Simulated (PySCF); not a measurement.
Dipole response of Pt (platinum, neutral)

[Xe] 4f14 5d9 6s1, high-spin 3D determinant. All numbers are calculated (PySCF 2.14, a scalar-relativistic core potential, in aug-cc-pwCVDZ-PP with ECP60MDF (6s6p5d3f, 70 functions)). Coupled (time-dependent) response in atomic units; α is the mean over directions. A double-zeta set is small for polarisabilities.

```
method  mean α (bohr³)         α xx, yy, zz  C₆ (like pair)  S(−4)
   UHF           52.64  52.66, 52.66, 52.59           461.3   1886
   PBE           37.01  37.10, 37.10, 36.84           326.8  651.1
  PBE0           38.41  38.10, 38.10, 39.03           337.1  745.0
   M06           36.44  36.32, 36.32, 36.67           303.7  739.4
```

S(−4) is the Cauchy moment in α(ω) = α(0) + S(−4) ω² + …

Reference α: 48 ± 4 bohr³ (recommended; Schwerdtfeger and Nagle, table of static dipole polarizabilities (2023 update)). Published C₆: 470.0 (Gould and Bucko (2016)).

Spin-orbit coupling is absent.

α(iu) at M06:

```csv
u (hartree),α(iu) (bohr³)
0,36.44
0.0500,34.71
0.100,30.67
0.200,22.23
0.300,16.60
0.500,10.95
0.750,7.783
1.00,5.988
1.50,3.882
2.00,2.693
3.00,1.487
5.00,0.6339
```

A single London oscillator, α(iu) = α/(1 + u²/ω²), gives C₆ = (3/4) ω α². Matching the computed C₆ needs ω = 4 × 303.7 / (3 × 36.44²) = 0.305 hartree.

The components differ because the open shell of this determinant is not spherical; for a pure term their mean is the scalar polarisability.

Energies and moments cover only the electrons outside the core potential. Spin-orbit coupling, absent here, splits the open shell strongly.
